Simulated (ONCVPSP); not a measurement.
Configuration tests for In (ONCV)

ONCVPSP 4.0.1 input, shortened (lines: element, Z, core and valence counts, functional; n l f; lmax; l rc ep ncon nbas qcut; lloc lpopt rc5 dvloc0; l nproj debl; icmod fcfact rcfact), PBE, scalar-relativistic:

```
  In 49.00    6    5        4      upf
    1    0    2.00
    2    0    2.00
    2    1    6.00
    3    0    2.00
    3    1    6.00
    3    2   10.00
    4    0    2.00
    4    1    6.00
    4    2   10.00
    5    0    2.00
    5    1    1.00
    3
    0    1.30    0.00    3    8    8.40
    1    1.70    0.00    4    7    7.80
    2    1.05    0.00    4    8    8.00
    3    1.80    0.09    3    6    6.20
    4    5    0.90    3.00
    0    3    1.90
    1    2    0.70
    2    2    0.50
    3    3    3.80
    3    5.75    1.30
```

In the d channel the program set the typed energies aside and used -0.684, 0.250 Ha.

Energies are relative to the spin-unpolarised reference configuration 4s2 4p6 4d10 5s2 5p1; without spin polarisation the order of configurations can differ from experiment. Not all tests gave a result: 1 of 4 tests not solved or not reliable.

| valence configuration | charge | ΔE all-electron (eV) | error AE − PS (meV) |
| --- | --- | --- | --- |
| 4s2 4p6 4d10 5s2 5p0 | +1 | 5.363 | -1.2 |
| 4s2 4p6 4d10 5s1 5p0 | +2 | 24.599 | -5.3 |
| 4s2 4p6 4d10 5s1 5p1 | +1 | 11.957 | -2.1 |

Levels in the configuration 4s2 4p6 4d10 5s1 5p1:

```json
{"level": "4s", "all-electron (eV)": "-128.761", "pseudo (eV)": "-128.779"}
{"level": "4p", "all-electron (eV)": "-87.234", "pseudo (eV)": "-87.241"}
{"level": "4d", "all-electron (eV)": "-27.639", "pseudo (eV)": "-27.637"}
{"level": "5s", "all-electron (eV)": "-15.908", "pseudo (eV)": "-15.909"}
{"level": "5p", "all-electron (eV)": "-9.215", "pseudo (eV)": "-9.215"}
```
